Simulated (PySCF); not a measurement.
An equivalent PySCF input for Mg (magnesium, neutral), [Ne] 3s2, closed-shell 1S, with scalar relativity by spin-free X2C-1e:

```python
from pyscf import gto, scf, dft, mp, cc
import basis_set_exchange as bse
mol = gto.M(atom="Mg 0 0 0", charge=0, spin=0, symmetry="D2h",
            basis=gto.basis.parse(bse.get_basis("aug-cc-pVDZ-DK", elements=["Mg"], fmt="nwchem", header=False)),
            nucmod="G")
mf = dft.UKS(mol, xc="PBE0").sfx2c1e()
mf.irrep_nelec = {'Ag': (3, 3), 'B1u': (1, 1), 'B2u': (1, 1), 'B3u': (1, 1)}
mf.kernel()
```

It reaches the same state as the run whose output follows, with an energy that differs only through the grid. The run itself started from symmetry-adapted Hartree-Fock orbitals and held the occupation by maximum overlap, on a logarithmic radial grid, so the iterations belong to that start.

```
SCF conv_tol = 1e-09
number electrons alpha = 6  beta = 6
XC functionals = PBE0
    C. Adamo and V. Barone.,  J. Chem. Phys. 110, 6158 (1999)
    M. Ernzerhof and G. E. Scuseria.,  J. Chem. Phys. 110, 5029 (1999)
cycle= 1 E= -200.270429411265  delta_E= -0.00125  |g|= 0.00297  |ddm|= 0.291
cycle= 2 E= -200.270436420979  delta_E= -7.01e-06  |g|= 0.000512  |ddm|= 0.0302
cycle= 3 E= -200.270436542553  delta_E= -1.22e-07  |g|= 1.54e-05  |ddm|= 0.00227
cycle= 4 E= -200.270436542832  delta_E= -2.79e-10  |g|= 5.39e-07  |ddm|= 0.000122
converged SCF energy = -200.270436542832  <S^2> = -5.3290705e-15  2S+1 = 1
```
